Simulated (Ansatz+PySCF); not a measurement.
**singlet SF₆: levels of theory in one basis**

```xyz
7

S     0.0000    0.0000    0.0000
F     1.4542    0.0000    0.0000
F    -1.4542    0.0000    0.0000
F     0.0000    1.4542    0.0000
F     0.0000   -1.4542    0.0000
F     0.0000    0.0000    1.4542
F     0.0000    0.0000   -1.4542
```

Basis set: def2-SVP (spherical functions). Left uncorrelated: 11 orbitals. Charge 0, multiplicity 1.

Computed with Ansatz (development build ahead of 0.2.0); each method stands on the lowest determinant of its kind that the runs found.

```
method  E − E(RHF) (eV)  <S²> of the determinant
   RHF             0.00                     0.00
```

(1) What does RHF-MP2 give on the same scale?

(2) Is a single determinant a sound starting point here?

## Answers

(1) -33.70 eV.

(2) By this sign, yes. Unrestricted orbitals gain 0.00 eV and <S²> is 0.00 against 0.00 for a pure state.
